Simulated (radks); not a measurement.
Spherical quantum dot in the effective-mass picture: electrons in a hard-walled sphere of radius 3.06, with a point charge +1 (a donor) at the centre, all in effective atomic units (hartree* = m*/eps^2 hartree, bohr* = eps/m* bohr), one dielectric constant everywhere. Calculated with a radial shooting solver with Libxc functionals: non-relativistic Kohn-Sham, r2SCAN, spin-polarised, spherical densities, generalised Kohn-Sham scheme. Levels are named by radial order and angular momentum (1s, 1p, 1d, 2s, ...), and open shells are averaged over m. Results are scaled to m* = 0.058 and eps = 6.1, for which hartree* = 42.41 meV and bohr* = 5.565 nm.

N = 16, configuration 1s2 1p6 1d(up 5, down 3). This is the lowest configuration that the search found. Occupied and some empty levels:

level,occupation,eigenvalue (meV),<r> (nm)
1s up,1,284.91,9.948
1s down,1,286.10,9.791
1p up,3,302.29,11.24
1p down,3,304.21,11.20
1d up,5,326.66,11.84
1d down,3,328.95,11.83
2s up,0,343.04,7.205
2s down,0,343.11,7.302
1f up,0,358.38,12.28
1f down,0,360.97,12.27
2p up,0,400.20,8.750
2p down,0,401.29,8.736

Energy (meV): total 2710.22, kinetic 988.22, external -360.33, Hartree 2418.2, exchange-correlation -335.91.
